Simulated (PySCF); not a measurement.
C2H6O2Si, SMILES C([SiH2]C)(=O)O.

Geometry: B3LYP-D3(BJ)/def2-SVP. Other conformers were not sampled.

Method: PySCF with TDA-PBE/def2-SVPD.

Vertical excitations. Isolated molecule, no solvent.

```json
[
 {"state": "S1", "energy (eV)": "4.89", "λ (nm)": "254", "f": "0.004", "main pairs": "HOMO→LUMO 99 %"},
 {"state": "S2", "energy (eV)": "6.16", "λ (nm)": "201", "f": "0.072", "main pairs": "HOMO→LUMO+1 97 %"},
 {"state": "S3", "energy (eV)": "6.31", "λ (nm)": "196", "f": "0.039", "main pairs": "HOMO→LUMO+2 90 %"},
 {"state": "S4", "energy (eV)": "6.37", "λ (nm)": "195", "f": "0.002", "main pairs": "HOMO−2→LUMO 99 %"},
 {"state": "S5", "energy (eV)": "6.65", "λ (nm)": "186", "f": "0.005", "main pairs": "HOMO→LUMO+3 55 %, HOMO−3→LUMO 44 %"},
 {"state": "S6", "energy (eV)": "6.89", "λ (nm)": "180", "f": "0.131", "main pairs": "HOMO−3→LUMO 46 %, HOMO→LUMO+3 39 %, HOMO→LUMO+4 8 %"},
 {"state": "S7", "energy (eV)": "7.28", "λ (nm)": "170", "f": "0.035", "main pairs": "HOMO→LUMO+4 79 %, HOMO−1→LUMO 12 %"},
 {"state": "S8", "energy (eV)": "7.40", "λ (nm)": "168", "f": "0.002", "main pairs": "HOMO−4→LUMO 96 %"},
 {"state": "S9", "energy (eV)": "7.75", "λ (nm)": "160", "f": "0.035", "main pairs": "HOMO→LUMO+5 91 %"},
 {"state": "S10", "energy (eV)": "7.76", "λ (nm)": "160", "f": "0.000", "main pairs": "HOMO−1→LUMO+1 97 %"},
 {"state": "T1", "energy (eV)": "4.20", "λ (nm)": "295", "f": "0", "main pairs": "HOMO→LUMO 100 %"},
 {"state": "T2", "energy (eV)": "5.57", "λ (nm)": "223", "f": "0", "main pairs": "HOMO−1→LUMO 97 %"},
 {"state": "T3", "energy (eV)": "5.99", "λ (nm)": "207", "f": "0", "main pairs": "HOMO→LUMO+1 65 %, HOMO→LUMO+2 34 %"},
 {"state": "T4", "energy (eV)": "6.02", "λ (nm)": "206", "f": "0", "main pairs": "HOMO→LUMO+2 65 %, HOMO→LUMO+1 34 %"}
]
```
Triplets are in the Tamm–Dancoff approximation.
